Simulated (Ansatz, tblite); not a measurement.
Cost and result up the ladder for the cluster Ag₆⁻ (the lowest doublet isomer of a short search) (6 atoms). Total charge -1; doublet. Geometry: PBE0-D4/def2-SVPD.

```xyz
6

Ag    1.155    1.091    1.371
Ag    0.699    0.243   -1.316
Ag    1.093   -1.576    0.850
Ag   -0.849   -2.036   -1.225
Ag   -0.753    2.382   -0.358
Ag   -1.345   -0.103    0.677
```

Ansatz on 4 threads of Arm Neoverse N1 on a shared host; xTB runs through tblite on one thread. Times are rough, summed over both states, and most runs start from the orbitals of an earlier one. No level here is sound enough to serve as a yardstick. The other state is a singlet.

In the def2 sets Ag takes a core potential; there is no spin–orbit coupling. The xTB rows come from tblite. No other spin state of charge -1 was run. The structure comes from a short search, and lower isomers may exist.

Raw xTB energies of ions are shifted by several eV, and xTB has no spin-polarisation term.

```json
{"level": "GFN1-xTB", "functions": "54", "wall time": "0.028 s", "vertical IE (eV)": "5.24", "remarks": "–"}
{"level": "GFN2-xTB", "functions": "54", "wall time": "0.053 s", "vertical IE (eV)": "6.67", "remarks": "–"}
{"level": "PBE-D4/def2-TZVPD", "functions": "240", "wall time": "25 s", "vertical IE (eV)": "2.19", "remarks": "restricted singlet, untested (singlet)"}
{"level": "PBE0-D4/def2-TZVPD", "functions": "240", "wall time": "56 s", "vertical IE (eV)": "1.99", "remarks": "restricted singlet, untested (singlet)"}
{"level": "ωB97M-V/def2-TZVPD", "functions": "240", "wall time": "3 min", "vertical IE (eV)": "1.69", "remarks": "restricted singlet, untested (singlet)"}
```
